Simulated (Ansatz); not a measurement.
The cluster Cu6Si⁺. Total charge 1; doublet. Geometry PBE-D4/def2-SVP.

| atom | x (Å) | y (Å) | z (Å) |
| --- | --- | --- | --- |
| Si1 | 0.187 | -1.841 | -0.347 |
| Cu2 | 0.545 | 0.099 | 0.968 |
| Cu3 | -0.529 | 1.916 | -0.268 |
| Cu4 | 1.852 | 1.719 | -0.240 |
| Cu5 | 0.476 | 0.124 | -1.498 |
| Cu6 | -0.890 | -1.687 | 1.669 |
| Cu7 | -1.641 | -0.330 | -0.284 |

At HF/STO-3G the charge 1 doublet is spin-contaminated (final ⟨S²⟩ up to 8.73, 0.75 for a pure state). Another isomer (doublet) lies 0.45 eV lower at PBE0-D4/def2-TZVP; other spin states weren't run for this one.

Task: Estimate the α-spin orbital energies around the gap (eV) in Ansatz with HF/STO-3G, PBE-D4/def2-SVP, PBE-D4/def2-TZVP, r2SCANh-D4/def2-TZVP, PBE0-D4/def2-SVP.

Result: 
```json
{"orbital": "HOMO−9", "HF/STO-3G": "-18.67", "PBE-D4/def2-SVP": "-10.02", "PBE-D4/def2-TZVP": "-10.44", "r2SCANh-D4/def2-TZVP": "-11.19", "PBE0-D4/def2-SVP": "-11.78"}
{"orbital": "HOMO−8", "HF/STO-3G": "-18.44", "PBE-D4/def2-SVP": "-9.98", "PBE-D4/def2-TZVP": "-10.40", "r2SCANh-D4/def2-TZVP": "-11.12", "PBE0-D4/def2-SVP": "-11.73"}
{"orbital": "HOMO−7", "HF/STO-3G": "-18.33", "PBE-D4/def2-SVP": "-9.96", "PBE-D4/def2-TZVP": "-10.37", "r2SCANh-D4/def2-TZVP": "-11.09", "PBE0-D4/def2-SVP": "-11.69"}
{"orbital": "HOMO−6", "HF/STO-3G": "-17.38", "PBE-D4/def2-SVP": "-9.86", "PBE-D4/def2-TZVP": "-10.30", "r2SCANh-D4/def2-TZVP": "-11.06", "PBE0-D4/def2-SVP": "-11.67"}
{"orbital": "HOMO−5", "HF/STO-3G": "-16.46", "PBE-D4/def2-SVP": "-9.83", "PBE-D4/def2-TZVP": "-10.28", "r2SCANh-D4/def2-TZVP": "-11.01", "PBE0-D4/def2-SVP": "-11.54"}
{"orbital": "HOMO−4", "HF/STO-3G": "-14.41", "PBE-D4/def2-SVP": "-9.78", "PBE-D4/def2-TZVP": "-10.20", "r2SCANh-D4/def2-TZVP": "-10.89", "PBE0-D4/def2-SVP": "-11.46"}
{"orbital": "HOMO−3", "HF/STO-3G": "-13.01", "PBE-D4/def2-SVP": "-9.73", "PBE-D4/def2-TZVP": "-10.16", "r2SCANh-D4/def2-TZVP": "-10.87", "PBE0-D4/def2-SVP": "-11.44"}
{"orbital": "HOMO−2", "HF/STO-3G": "-12.48", "PBE-D4/def2-SVP": "-9.51", "PBE-D4/def2-TZVP": "-9.87", "r2SCANh-D4/def2-TZVP": "-10.23", "PBE0-D4/def2-SVP": "-10.37"}
{"orbital": "HOMO−1", "HF/STO-3G": "-11.28", "PBE-D4/def2-SVP": "-8.99", "PBE-D4/def2-TZVP": "-9.32", "r2SCANh-D4/def2-TZVP": "-9.55", "PBE0-D4/def2-SVP": "-9.61"}
{"orbital": "HOMO", "HF/STO-3G": "-10.85", "PBE-D4/def2-SVP": "-8.36", "PBE-D4/def2-TZVP": "-8.68", "r2SCANh-D4/def2-TZVP": "-8.99", "PBE0-D4/def2-SVP": "-9.01"}
{"orbital": "LUMO", "HF/STO-3G": "-4.81", "PBE-D4/def2-SVP": "-7.52", "PBE-D4/def2-TZVP": "-7.84", "r2SCANh-D4/def2-TZVP": "-7.32", "PBE0-D4/def2-SVP": "-6.68"}
{"orbital": "LUMO+1", "HF/STO-3G": "-4.66", "PBE-D4/def2-SVP": "-7.01", "PBE-D4/def2-TZVP": "-7.36", "r2SCANh-D4/def2-TZVP": "-6.85", "PBE0-D4/def2-SVP": "-6.13"}
{"orbital": "LUMO+2", "HF/STO-3G": "-3.13", "PBE-D4/def2-SVP": "-6.69", "PBE-D4/def2-TZVP": "-6.98", "r2SCANh-D4/def2-TZVP": "-6.39", "PBE0-D4/def2-SVP": "-5.77"}
{"orbital": "LUMO+3", "HF/STO-3G": "-2.63", "PBE-D4/def2-SVP": "-5.95", "PBE-D4/def2-TZVP": "-6.29", "r2SCANh-D4/def2-TZVP": "-5.66", "PBE0-D4/def2-SVP": "-4.95"}
{"orbital": "LUMO+4", "HF/STO-3G": "-1.71", "PBE-D4/def2-SVP": "-5.59", "PBE-D4/def2-TZVP": "-5.91", "r2SCANh-D4/def2-TZVP": "-5.38", "PBE0-D4/def2-SVP": "-4.74"}
{"orbital": "LUMO+5", "HF/STO-3G": "-1.53", "PBE-D4/def2-SVP": "-5.15", "PBE-D4/def2-TZVP": "-5.65", "r2SCANh-D4/def2-TZVP": "-5.09", "PBE0-D4/def2-SVP": "-4.20"}
{"orbital": "β HOMO", "HF/STO-3G": "-10.55", "PBE-D4/def2-SVP": "-8.93", "PBE-D4/def2-TZVP": "-9.26", "r2SCANh-D4/def2-TZVP": "-9.47", "PBE0-D4/def2-SVP": "-9.50"}
{"orbital": "β LUMO", "HF/STO-3G": "-4.08", "PBE-D4/def2-SVP": "-7.92", "PBE-D4/def2-TZVP": "-8.23", "r2SCANh-D4/def2-TZVP": "-7.63", "PBE0-D4/def2-SVP": "-7.02"}
```
